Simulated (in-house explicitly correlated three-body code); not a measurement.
Computed with an exponentially correlated three-body code. Model: two electrons around a point charge, non-relativistic, variational in 260 exponentially correlated functions (energies converged to about 1e-7 hartree, or 1e-8 relative for large Z).

Command:
```bash
python run_hyl.py task.json out
```
Settings (lengths in bohr, energies in hartree):
```
Z                      6
nuclear_mass           500
interaction_strength   1
functions              260
states_tried           13
```

Time taken, with all properties: 28 s on 1 thread of Intel(R) Xeon(R) Platinum 8375C CPU @ 2.90GHz (Ice Lake), on a shared host.

**Those bound S and P states to n = 4 that converged, binding against the one-electron ion.**

Given: nuclear charge 6; mass of the centre 500 electron masses.

Computed: one-electron threshold -17.9640719 hartree.

```
term  energy (hartree)  binding (eV)
1 1S       -32.3402227        391.19
2 3S       -21.3779048        92.895
2 3P       -21.1833105          87.6
2 1S                 ?             ?
2 1P       -21.0475748        83.906
3 3S       -19.4315146        39.931
3 1S       -19.3790201        38.503
3 3P       -19.3789233          38.5
3 1P       -19.3408776        37.465
4 3S        -18.777182        22.126
4 1S                 ?             ?
4 3P       -18.7557243        21.542
4 1P       -18.7400145        21.114
```

(1) What belongs in the row 2 1S?

(2) What belongs in the row 4 1S?

**Converged states only, values per electron or pair.**

```json
{"term": "1 1S", "mean r (bohr)": "0.26734", "mean r squared (bohr²)": "0.09613", "mean inverse r (1/bohr)": "5.6761", "mean r12 (bohr)": "0.39596", "mean inverse r12 (1/bohr)": "3.4332", "mean cosine": "-0.021297", "mean p1 dot p2 (bohr⁻²)": "0.65816", "delta r1 (bohr⁻³)": "61.075", "delta r12 (bohr⁻³)": "6.1102"}
{"term": "2 3S", "mean r (bohr)": "0.67843", "mean r squared (bohr²)": "0.75454", "mean inverse r (1/bohr)": "3.6486", "mean r12 (bohr)": "1.1469", "mean inverse r12 (1/bohr)": "1.0279", "mean cosine": "-0.0067788", "mean p1 dot p2 (bohr⁻²)": "0.045675", "delta r1 (bohr⁻³)": "37.301", "delta r12 (bohr⁻³)": "-"}
{"term": "2 3P", "mean r (bohr)": "0.60785", "mean r squared (bohr²)": "0.60211", "mean inverse r (1/bohr)": "3.6304", "mean r12 (bohr)": "1.0208", "mean inverse r12 (1/bohr)": "1.198", "mean cosine": "-0.068293", "mean p1 dot p2 (bohr⁻²)": "-1.9873", "delta r1 (bohr⁻³)": "33.796", "delta r12 (bohr⁻³)": "-"}
{"term": "2 1S", "mean r (bohr)": "?", "mean r squared (bohr²)": "?", "mean inverse r (1/bohr)": "?", "mean r12 (bohr)": "?", "mean inverse r12 (1/bohr)": "?", "mean cosine": "?", "mean p1 dot p2 (bohr⁻²)": "?", "delta r1 (bohr⁻³)": "?", "delta r12 (bohr⁻³)": "?"}
{"term": "2 1P", "mean r (bohr)": "0.63277", "mean r squared (bohr²)": "0.65956", "mean inverse r (1/bohr)": "3.6125", "mean r12 (bohr)": "1.0376", "mean inverse r12 (1/bohr)": "1.2543", "mean cosine": "0.038704", "mean p1 dot p2 (bohr⁻²)": "1.8195", "delta r1 (bohr⁻³)": "34.255", "delta r12 (bohr⁻³)": "0.22992"}
{"term": "3 3S", "mean r (bohr)": "1.4054", "mean r squared (bohr²)": "3.7625", "mean inverse r (1/bohr)": "3.2799", "mean r12 (bohr)": "2.5772", "mean inverse r12 (1/bohr)": "0.49545", "mean cosine": "-0.0021574", "mean p1 dot p2 (bohr⁻²)": "0.011057", "delta r1 (bohr⁻³)": "35.059", "delta r12 (bohr⁻³)": "-"}
{"term": "3 1S", "mean r (bohr)": "1.4503", "mean r squared (bohr²)": "4.0318", "mean inverse r (1/bohr)": "3.2741", "mean r12 (bohr)": "2.6644", "mean inverse r12 (1/bohr)": "0.53159", "mean cosine": "-0.0031607", "mean p1 dot p2 (bohr⁻²)": "0.01247", "delta r1 (bohr⁻³)": "35.001", "delta r12 (bohr⁻³)": "0.28688"}
{"term": "3 3P", "mean r (bohr)": "1.3507", "mean r squared (bohr²)": "3.5035", "mean inverse r (1/bohr)": "3.2748", "mean r12 (bohr)": "2.4713", "mean inverse r12 (1/bohr)": "0.53927", "mean cosine": "-0.016864", "mean p1 dot p2 (bohr⁻²)": "-0.47455", "delta r1 (bohr⁻³)": "34.079", "delta r12 (bohr⁻³)": "-"}
{"term": "3 1P", "mean r (bohr)": "1.3862", "mean r squared (bohr²)": "3.7059", "mean inverse r (1/bohr)": "3.2699", "mean r12 (bohr)": "2.5346", "mean inverse r12 (1/bohr)": "0.55757", "mean cosine": "0.0097948", "mean p1 dot p2 (bohr⁻²)": "0.47742", "delta r1 (bohr⁻³)": "34.185", "delta r12 (bohr⁻³)": "0.075848"}
{"term": "4 3S", "mean r (bohr)": "?", "mean r squared (bohr²)": "?", "mean inverse r (1/bohr)": "?", "mean r12 (bohr)": "?", "mean inverse r12 (1/bohr)": "?", "mean cosine": "?", "mean p1 dot p2 (bohr⁻²)": "?", "delta r1 (bohr⁻³)": "?", "delta r12 (bohr⁻³)": "-"}
{"term": "4 1S", "mean r (bohr)": "2.4929", "mean r squared (bohr²)": "12.657", "mean inverse r (1/bohr)": "3.1512", "mean r12 (bohr)": "4.7435", "mean inverse r12 (1/bohr)": "0.30247", "mean cosine": "-0.001335", "mean p1 dot p2 (bohr⁻²)": "0.004595", "delta r1 (bohr⁻³)": "34.519", "delta r12 (bohr⁻³)": "0.12003"}
{"term": "4 3P", "mean r (bohr)": "2.3939", "mean r squared (bohr²)": "11.719", "mean inverse r (1/bohr)": "3.1514", "mean r12 (bohr)": "4.5479", "mean inverse r12 (1/bohr)": "0.30546", "mean cosine": "-0.0066718", "mean p1 dot p2 (bohr⁻²)": "-0.18646", "delta r1 (bohr⁻³)": "34.135", "delta r12 (bohr⁻³)": "-"}
{"term": "4 1P", "mean r (bohr)": "2.4408", "mean r squared (bohr²)": "12.207", "mean inverse r (1/bohr)": "3.1494", "mean r12 (bohr)": "4.6388", "mean inverse r12 (1/bohr)": "0.31331", "mean cosine": "0.0039207", "mean p1 dot p2 (bohr⁻²)": "0.19251", "delta r1 (bohr⁻³)": "34.176", "delta r12 (bohr⁻³)": "0.033063"}
```

(3) What belongs in the row 2 1S?

(4) What belongs in the row 4 3S?

Answers

(1) energy (hartree): -21.1795547; binding (eV): 87.498.

(2) energy (hartree): -18.7559486; binding (eV): 21.548.

(3) mean r (bohr): 0.70901; mean r squared (bohr²): 0.83668; mean inverse r (1/bohr): 3.627; mean r12 (bohr): 1.1969; mean inverse r12 (1/bohr): 1.1643; mean cosine: -0.010089; mean p1 dot p2 (bohr⁻²): 0.045389; delta r1 (bohr⁻³): 37.02; delta r12 (bohr⁻³): 0.98006.

(4) mean r (bohr): 2.433; mean r squared (bohr²): 12.022; mean inverse r (1/bohr): 3.1535; mean r12 (bohr): 4.6247; mean inverse r12 (1/bohr): 0.28795; mean cosine: -0.00090356; mean p1 dot p2 (bohr⁻²): 0.0037615; delta r1 (bohr⁻³): 34.538.
